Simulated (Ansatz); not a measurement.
## A geometry optimisation of CH2ClGe+ with PBE0-D3(BJ)/def2-SVP

The starting geometry of this gas-phase singlet was optimised with r2SCAN-D4.

```yaml
atoms:
  - { symbol: C, position_ang: [-0.6703, -2.0179, -0.7520] }
  - { symbol: Cl, position_ang: [0.8569, -2.1634, -1.3607] }
  - { symbol: Ge, position_ang: [-1.1316, -1.1486, 0.9473] }
  - { symbol: H, position_ang: [-1.4535, -2.3580, -1.4590] }
  - { symbol: H, position_ang: [-1.1021, -2.6537, 1.4751] }
```

Predict what it relaxes into with PBE0-D3(BJ)/def2-SVP.

It rearranges, giving a structure with Cl2 bridging C1 and Ge3, given below by its coordinates. Distances that change by over a tenth: C1–Cl2 (1.65 → 1.84 Å). Contacts that open: Ge3–H5 (1.60 → 2.71 Å). Contacts that close: C1–H5 (2.36 → 1.10 Å), Cl2–Ge3 (3.21 → 2.38 Å).

The energy falls by 2.10 eV over 21 steps:

```csv
step,E − E(last) (eV)
1,2.105
3,2.103
5,2.101
8,2.064
10,1.941
12,1.154
14,0.817
17,0.034
19,0.000
21,0.000
```

Final geometry (Å):

```yaml
atoms:
  - { symbol: C, position_ang: [-0.9629, -2.3240, -0.2467] }
  - { symbol: Cl, position_ang: [0.6889, -1.7295, -0.8065] }
  - { symbol: Ge, position_ang: [-0.7413, -0.6215, 0.7456] }
  - { symbol: H, position_ang: [-1.6400, -2.3790, -1.1114] }
  - { symbol: H, position_ang: [-0.8452, -3.2876, 0.2698] }
```

The end wasn't checked by frequencies. Run with Ansatz 0.2.0, 38 s on 1 thread of Intel(R) Xeon(R) 6975P-C (Granite Rapids), with other jobs on the host.
